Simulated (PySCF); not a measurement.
## Distorted geometries of PbH4

PbH4 (singlet). PySCF 2.14.0, RKS TPSS, Pb def2-SVP with ECP60, H def2-SVP; non-relativistic Hamiltonian with scalar-relativistic core potentials where named; density fitting; no spin-orbit coupling. Relaxed geometry:

```xyz
5

Pb    0.0078    0.3729    0.0000
H    -0.0135   -0.6497    1.4454
H    -0.0135   -0.6497   -1.4454
H     1.4737    1.3657    0.0000
H    -1.4156    1.4258    0.0000
```

**Question.** Order these distorted geometries by energy above the relaxed one, lowest first.
A.
```xyz
5

Pb   -0.0003    0.3742   -0.0026
H    -0.0203   -0.6126    1.4900
H    -0.0040   -0.7002   -1.4746
H     1.4786    1.3794   -0.0204
H    -1.4151    1.4241    0.0077
```
B.
```xyz
5

Pb    0.0368    0.4084    0.0111
H    -0.0486   -0.6396    1.4321
H     0.0105   -0.6443   -1.4893
H     1.5355    1.4105   -0.0098
H    -1.4954    1.3298    0.0559
```
C.
```xyz
5

Pb    0.0928    0.2967   -0.1139
H    -0.0730   -0.5605    1.4603
H     0.0883   -0.5369   -1.4603
H     1.5385    1.1607   -0.0960
H    -1.6077    1.5050    0.2100
```

**Answer.** A (0.02 eV), B (0.05 eV), C (0.89 eV).

**Question.** Which forces (eV/Å) act in the one that lies 0.05 eV up?

**Answer.** 
```
Pb  -0.03 -0.20 -0.54
H    0.14 -0.06  0.07
H    0.04  0.38  0.51
H   -0.41 -0.18  0.04
H    0.25  0.06 -0.08
```
Forces carry noise of the integration grid, about 0.01 to 0.03 eV/Å.

No frequency check is given that shows the relaxed geometry to be a minimum.
